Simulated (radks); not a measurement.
Problem. Spherical quantum dot in the effective-mass picture: electrons in a hard-walled sphere of radius 4.64, with a point charge +1 (a donor) at the centre, all in effective atomic units (hartree* = m*/eps^2 hartree, bohr* = eps/m* bohr), one dielectric constant everywhere. Method: non-relativistic Kohn-Sham, LDA (Slater exchange, Perdew-Wang correlation), spin-polarised, spherical densities; computed with a radial shooting solver with Libxc functionals. Levels are named by radial order and angular momentum (1s, 1p, 1d, 2s, ...), and open shells are averaged over m. Results are scaled to m* = 0.172 and eps = 4.2, for which hartree* = 265.3 meV and bohr* = 1.292 nm. At N = 8 the configuration is 1s2 1p6. Does electron 9 go into 1d up or 2s up?

Solution. Into 1d up. The total energies of the other choices lie higher by 5.30 meV (2s up).
